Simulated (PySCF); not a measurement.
Compound: C₂H₇BF₂Si.
SMILES with atom numbers: `[F:1][B:2]([F:3])[CH2:4][CH2:5][SiH3:6]` (hydrogens: H7, H8 on C4; H9, H10 on C5; H11, H12, H13 on Si6)

A GFN2-xTB structure was refined with PySCF, PBE0-D3(BJ)/def2-SVP geometry optimisation, gas phase. Its GFN2-xTB values:

| coordinate | GFN2-xTB |
| --- | --- |
| F1–B2 | 1.303 Å |
| B2–C4 | 1.589 Å |
| C4–C5 | 1.507 Å |
| C4–H7 | 1.094 Å |
| C5–Si6 | 1.912 Å |
| C5–H9 | 1.067 Å |
| Si6–H11 | 1.454 Å |
| F1–B2–F3 | 114.3° |
| F1–B2–C4 | 121.9° |
| B2–C4–C5 | 115.8° |
| C4–C5–Si6 | 111.9° |
| F1–B2–C4–C5 | 11° |
| B2–C4–C5–Si6 | 68° |

Q: How do these coordinates change at the PBE0-D3(BJ)/def2-SVP level?

A: 
```json
{"coordinate": "Si6–H11", "PBE0-D3(BJ)/def2-SVP (Å or °)": "1.494", "change": "+0.040"}
{"coordinate": "C5–H9", "PBE0-D3(BJ)/def2-SVP (Å or °)": "1.103", "change": "+0.036"}
{"coordinate": "B2–C4", "PBE0-D3(BJ)/def2-SVP (Å or °)": "1.562", "change": "-0.027"}
{"coordinate": "C5–Si6", "PBE0-D3(BJ)/def2-SVP (Å or °)": "1.888", "change": "-0.024"}
{"coordinate": "C4–C5", "PBE0-D3(BJ)/def2-SVP (Å or °)": "1.531", "change": "+0.024"}
{"coordinate": "F1–B2", "PBE0-D3(BJ)/def2-SVP (Å or °)": "1.322", "change": "+0.019"}
{"coordinate": "C4–H7", "PBE0-D3(BJ)/def2-SVP (Å or °)": "1.103", "change": "+0.009"}
{"coordinate": "F1–B2–F3", "PBE0-D3(BJ)/def2-SVP (Å or °)": "116.3", "change": "+2.0"}
{"coordinate": "C4–C5–Si6", "PBE0-D3(BJ)/def2-SVP (Å or °)": "113.3", "change": "+1.4"}
{"coordinate": "B2–C4–C5", "PBE0-D3(BJ)/def2-SVP (Å or °)": "115.5", "change": "-0.3"}
{"coordinate": "F1–B2–C4", "PBE0-D3(BJ)/def2-SVP (Å or °)": "121.9", "change": "0.0"}
{"coordinate": "F1–B2–C4–C5", "PBE0-D3(BJ)/def2-SVP (Å or °)": "25", "change": "+14"}
{"coordinate": "B2–C4–C5–Si6", "PBE0-D3(BJ)/def2-SVP (Å or °)": "71", "change": "+3"}
```

The energy falls by 12.5 kJ/mol over 19 energy and gradient evaluations, the largest force component goes from 0.0255 to 3.4e-04 Eh/bohr, and the atoms move by 0.121 Å rms after alignment. The bond that changes most is Si6–H11 (SiH3 silicon to Si–H hydrogen), which lengthens by 0.040 Å. Bonds longer at the end by more than 0.005 Å: 8 of 12; shorter: 3. Among the dihedrals that turn most is F1–B2–C4–C5, from 11° to 25°. Rotational constants go from 5001, 1448, 1329 to 4811, 1394, 1341 MHz.

The run used 123 basis functions and 102 SCF cycles in all. The run took 1.9 min of wall time on an Arm Neoverse V1 with one thread, shared host, and the process peaked at 0.51 GiB of memory.

No PBE0-D3(BJ)/def2-SVP frequencies stand behind this structure, so it isn't proved a minimum. One conformer, not necessarily the lowest.
